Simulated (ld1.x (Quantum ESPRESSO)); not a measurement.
**Hf (Z = 72), TM: configuration errors across variants**

```json
{"Element": "hafnium", "Generator": "ld1.x (Quantum ESPRESSO) 7.5", "Type": "norm-conserving Troullier–Martins (Kleinman–Bylander form)", "Functional": "PBEsol", "Relativity": "fully relativistic", "Frozen core": "[Kr] 4d10 4f14", "Valence charge": "12", "Reference configuration": "5s2 5p6 5d3 6s1 6p0", "Partial waves": "5s (bound): rc 1.25 bohr; 5p (bound): rc 1.80 bohr; 5d (bound): rc 3.00 bohr", "Local potential": "all-electron potential smoothed inside 1.60 bohr (lloc = -1)", "Core correction": "none"}
```

Open shells are filled in proportion to 2j + 1 (rel_dist='average').

Occupied shells without a wave of their own: 6s. They enter only through the test configuration that unscreens the potential.

All-electron excitation energies from the reference (eV): (1) 5s2 5p6 5d2 6s2 6p0 -2.590; (2) 5s2 5p6 5d2 6s1 6p0 5.421; (3) 5s2 5p6 5d2 6s0 6p0 19.585; (4) 5s2 5p6 5d1 6s2 6p0 3.952; (5) 5s2 5p6 5d3 6s0 6p0 7.417; (6) 5s2 5p6 5d1 6s0 6p0 41.349; (7) 5s1 5p6 5d2 6s2 6p0 70.437.

For the base: The 6s level has no wave, so the channel is fitted at the deeper level alone: the likely source of the large errors.

On the changes marked as counting shells twice: ld1.x takes every shell without a wave as core, so the model core holds the marked electrons as well and exchange and correlation see them twice. This cancels in the reference configuration, but the file is broken for other ones, and its errors say nothing about a proper core correction.

6 further variants failed, have other tests or another functional or relativity, and are left out.

The file “wave 5s (bound): rc 1.25 bohr becomes 5s (bound): rc 1.86 bohr” misses its own reference levels by 0.5 eV.

Errors AE − PS in meV (a dash: test not solved or not reliable):

```tsv
change	(1)	(2)	(3)	(4)	(5)	(6)	(7)	bound ghosts
base	-31	-0.2	+60	-32	+46	+87	-343	none
core correction a·sin(br)/r model core inside 0.82 bohr (6s counted twice)	-43	-56	-298	-75	-72	-577	-434	none
local potential all-electron potential smoothed inside 1.82 bohr (lloc = -1)	-226	+0.8	+367	-307	+264	+503	-762	none
wave 5s (bound): rc 1.25 bohr becomes 5s (bound): rc 1.86 bohr	+507	-0.3	-831	+731	-578	-1147	+733	none
all radii scaled by about 0.86 (s 1.08, p 1.54, d 2.58 bohr); local potential all-electron potential smoothed inside 1.38 bohr (lloc = -1)	+133	-1.5	-207	+191	-143	-311	+48	not determined
```

**Question.** Give the same row for: wave 5p (bound): rc 1.80 bohr becomes 5p (bound): rc 1.54 bohr.

**Answer.** -31, -0.2, +59, -31, +46, +86, -370; bound ghosts: not determined.
